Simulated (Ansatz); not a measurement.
Isolated molecules relaxed with PBE0-D4/def2-TZVP in Ansatz; ΔE leaves out vibrations. CBS: MP2 limit from def2 TZ/QZ plus the TZ coupled-cluster correction, frozen cores. This one scheme is used for every species. Functionals use def2-TZVPP. B3LYP here is the variant with VWN-RPA as its local correlation; programs differ in this. def2 core potentials past Kr. For Sn outer-core shells are correlated without core-valence functions, which leaves a few kJ/mol of doubt a bond. One conformer a species, not always the lowest.

Consider the formal hydrolysis of the Sn–Si bond: `CO[SiH2][SnH3]` + H₂O → `[OH][SnH3]` + `CO[SiH3]`.

| level | ΔE (kJ/mol) | difference from CCSD(T)/CBS |
| --- | --- | --- |
| PBE-D4 | 19.7 | 10.3 |
| r2SCAN-D4 | 8.5 | -0.9 |
| PBE0-D4 | 20.6 | 11.2 |
| B3LYP-D4 | 7.4 | -2.0 |
| ωB97X-V | 2.5 | -6.9 |
| ωB97M-V | 6.1 | -3.3 |
| B2PLYP | -0.8 | -10.2 |
| PBE | 14.7 | 5.3 |
| r2SCAN | 7.0 | -2.4 |
| PBE0 | 15.8 | 6.4 |
| B3LYP | -0.8 | -10.2 |
| HF/def2-TZVPP | -14.2 | -23.6 |
| MP2/def2-TZVPP | 6.0 | -3.4 |
| SCS-MP2/def2-TZVPP | -3.2 | -12.6 |
| CCSD/def2-TZVPP | 5.5 | -3.9 |
| CCSD(T)/def2-TZVPP | 6.9 | -2.5 |
| HF/def2-QZVPP | -15.9 | -25.3 |
| MP2/def2-QZVPP | 6.8 | -2.6 |
| SCS-MP2/def2-QZVPP | -2.2 | -11.6 |
| HF/CBS(def2) | -16.2 | -25.6 |
| MP2/CBS(def2) | 8.5 | -0.9 |
| CCSD/CBS(def2) | 8.1 | -1.3 |
| CCSD(T)/CBS | 9.4 | 0 |

Largest T1 diagnostic among the species: 0.014.

In def2-TZVPP, CCSD(T) changes the Hartree–Fock value by +21.1 kJ/mol (the triples alone add +1.4 kJ/mol) and MP2 by +20.2 kJ/mol. The D4 term adds +8.2 kJ/mol with B3LYP and +4.8 kJ/mol with PBE0; it sums over pairs of atoms, weighted by their polarisabilities, and B3LYP, whose exchange is more repulsive, gets the larger term.
